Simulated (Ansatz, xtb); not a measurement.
**Relative energy of two isomers of C5H10O2**

Structure a is `COC/C=C(/C)O`, a singlet and structure b is `C=C(O)CCOC`, a singlet. Both are isolated molecules in the gas phase, relaxed with r2SCAN-D4/def2-SVP, each in the lowest conformer that the search found.

a (Å):

```xyz
17

C     1.1283    1.3951    2.2538
C     0.7168    0.9292   -0.0408
C    -0.3942   -0.0747    0.0840
C    -1.6110    0.2411    0.5881
C    -2.7612   -0.7055    0.6861
O     0.7091    1.9103    1.0058
O    -1.9133    1.4646    1.0793
H     2.1788    1.0511    2.2026
H     1.0567    2.2118    2.9856
H     0.4964    0.5496    2.5842
H     0.6354    1.5237   -0.9700
H     1.7031    0.4250   -0.0669
H    -0.2228   -1.0922   -0.2765
H    -3.0760   -0.8172    1.7369
H    -3.6267   -0.2970    0.1385
H    -2.5098   -1.6919    0.2758
H    -1.0761    1.9818    1.0820
```

b (Å):

```xyz
17

C     0.8956    3.6808    0.4766
C     0.4223    2.5217   -0.0141
C    -0.0201    1.3684    0.8515
C     0.6084    0.0416    0.4522
C     0.7239   -1.4611   -1.3715
O     0.2893    2.3282   -1.3496
O     0.1156   -0.3100   -0.8339
H     1.1835    4.4894   -0.1991
H     0.9774    3.8328    1.5534
H     0.0936    1.3811   -1.4933
H    -1.1181    1.2508    0.7777
H     0.2174    1.5815    1.9040
H     0.3475   -0.7529    1.1807
H     1.7151    0.1252    0.4256
H     1.8151   -1.3237   -1.5004
H     0.5564   -2.3404   -0.7204
H     0.2672   -1.6528   -2.3521
```

**Question.** Estimate which is lower in electronic energy at CCSD(T)/def2-SVP + ΔMP2/def2-TZVPP, and by roughly how much.

**Answer.** The CCSD(T)/def2-SVP + ΔMP2/def2-TZVPP calculation puts structure a lower, by 0.095 eV.

The same difference at several levels:

```csv
level,geometry,E(b) − E(a) (eV),departure from the last row (eV),"job, with rough time for the two"
GFN2-xTB,GFN2-xTB,+0.173,+0.078,"optimisation, 0.18 s"
HF/STO-3G,GFN2-xTB,+0.156,+0.061,"single point, 0.46 s"
r2SCAN-D4/def2-SVP//GFN2-xTB,GFN2-xTB,+0.150,+0.054,"single point, 2.8 s"
r2SCAN-D4/def2-SVP,r2SCAN-D4/def2-SVP,+0.156,+0.060,"optimisation, 33 s"
HF/def2-SVP,r2SCAN-D4/def2-SVP,+0.046,−0.050,part of the CCSD(T) run
MP2/def2-SVP,r2SCAN-D4/def2-SVP,+0.126,+0.031,part of the CCSD(T) run
CCSD(T)/def2-SVP,r2SCAN-D4/def2-SVP,+0.103,+0.007,single point
CCSD(T)/def2-SVP + ΔMP2/def2-TZVPP,r2SCAN-D4/def2-SVP,+0.095,,"single point, 78 s"
```

As drawn, both hold the same kinds of bond in the same numbers. Structure a has 2 methyl groups, b 1.

The levels shown agree on the order. The largest departure from CCSD(T)/def2-SVP + ΔMP2/def2-TZVPP is that of GFN2-xTB, 0.078 eV. The last row adds to CCSD(T) the change of the MP2 difference between the two basis sets, here −0.007 eV.

With thermal terms from frequencies at re-optimised GFN2-xTB minima (ideal gas, soft modes damped towards free rotors, one conformer each, 298.15 K, 1 atm): the zero-point term adds +0.004 eV; ΔH is +0.091 and ΔG +0.111 eV.

The correlated steps freeze 7 core orbitals. Run with Ansatz 0.2.0, xtb 6.7.1; the last row on 2 threads of AMD EPYC 9R45 96-Core Processor (Zen 5) on a shared host.
